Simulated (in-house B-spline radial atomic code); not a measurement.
A fraction x of an electron is added to 6s in neutral caesium, starting from [Xe] 6s1 and keeping the highest spin. Level of theory: scalar-relativistic (X2C) revTPSS, spin-polarised, spherical fractional occupations, Fermi nucleus of rms radius 4.8041 fm; calculated with a B-spline radial code for spherical atoms.

| x | E(x) - E(0) (eV) | 6s down level (eV) |
| --- | --- | --- |
| 0 | 0.0000 | - |
| 0.1 | -0.1958 | -1.634 |
| 0.2 | ? | ? |
| 0.3 | -0.4394 | -0.904 |
| 0.4 | -0.5175 | -0.662 |
| 0.5 | ? | ? |
| 0.6 | -0.6050 | -0.217 |
| 0.7 | -0.6160 | -0.006 |

Problem. What belongs in the row x = 0.2?

Solution. An energy change of -0.3351 eV; 6s down at -1.194 eV.

Problem. What belongs in the row x = 0.5?

Solution. An energy change of -0.5724 eV; 6s down at -0.436 eV.

Problem. Check Janak's theorem between x = 0.3 and 0.4.

Solution. The slope of the energy is -0.78 eV; the orbital levels give -0.78 eV (ε of the filling orbital, averaged over the two points).

Problem. Up to what added charge does this functional bind the extra electron?

Solution. The highest level rises by about 2.1 eV per electron near x = 0.7 and would reach zero near x = 0.7, so a whole extra electron isn't bound at the basis-set limit.
